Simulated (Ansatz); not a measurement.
`[Cl][In]([Cl])[GeH3]` + `C[NH][InH2]` → `C[N]([GeH3])[InH2]` + `[Cl][InH][Cl]`  (cleavage of the Ge–In bond)

Program: Ansatz. Geometries: PBE0-D4/def2-TZVP. ΔE: electronic, gas phase. CCSD(T)/CBS adds triple-zeta CCSD(T) − MP2 to the extrapolated MP2 energy (def2 sets, frozen cores). DFT in def2-TZVPP. B3LYP here is the variant with VWN-RPA as its local correlation; programs differ in this. def2 core potentials past Kr. For Ge, In outer-core shells are correlated without core-valence functions, which leaves a few kJ/mol of doubt a bond. Scalar relativity is left out up to krypton.

`[Cl][In]([Cl])[GeH3]`:

Z-matrix (Å, degrees):
```
Ge
In 1 2.585
H 1 1.533 2 109.2
H 1 1.533 2 108.9 3 -120.8
H 1 1.534 2 108.1 3 119.8
Cl 2 2.327 1 124.7 3 -15.2
Cl 2 2.327 1 124.6 3 165.3
```

`C[NH][InH2]`:

Cartesian coordinates in Å:
```
C 1.164 0.579 -0.312
N -0.136 0.015 -0.582
In -1.445 -0.764 0.730
H 1.377 0.534 0.760
H 1.238 1.634 -0.609
H 1.974 0.038 -0.821
H -0.371 0.036 -1.562
H -2.901 -1.344 0.043
H -0.900 -0.728 2.353
```

`C[N]([GeH3])[InH2]`:

```xyz
12

C    -0.312   -0.517    1.377
N    -0.107   -0.095    0.002
Ge    1.235    1.133   -0.236
In   -1.243   -0.834   -1.509
H    -0.577    0.323    2.034
H    -1.124   -1.247    1.450
H     0.583   -0.990    1.804
H     1.309    1.463   -1.736
H     2.583    0.555    0.255
H     0.942    2.412    0.583
H    -2.408   -1.962   -0.952
H    -0.881   -0.241   -3.071
```

`[Cl][InH][Cl]`:

```xyz
4

Cl    1.507   -0.834   -1.361
In   -0.211   -0.074   -0.012
Cl    0.511    1.546    1.472
H    -1.806   -0.638   -0.099
```

Q: Is it downhill or uphill in electronic energy at CCSD(T)/CBS, and by how much? (Best estimate.)

A: The calculation gave: Uphill: ΔE = +0.56 eV.

Q: What do these levels give: B97M-V, B3LYP-D4, ωB97M-V, PBE, r2SCAN, B3LYP, r2SCAN0, BHLYP, CAM-B3LYP, HF/def2-QZVPP, SCS-MP2/def2-QZVPP, CCSD/CBS(def2)? (An estimate is asked.)

A: Computed: B97M-V 0.48, B3LYP-D4 0.66, ωB97M-V 0.59, PBE 0.76, r2SCAN 0.65, B3LYP 0.74, r2SCAN0 0.66, BHLYP 0.67, CAM-B3LYP 0.65, HF/def2-QZVPP 0.57, SCS-MP2/def2-QZVPP 0.51, CCSD/CBS(def2) 0.59 eV.

Largest T1 diagnostic among the species: 0.016.

From PBE to PBE0 (25 % exact exchange), in def2-TZVPP and without D4, ΔE moves by −0.04 eV. The D4 term adds −0.08 eV with B3LYP and −0.04 eV with PBE0; it sums over pairs of atoms, weighted by their polarisabilities, and B3LYP, whose exchange is more repulsive, gets the larger term.
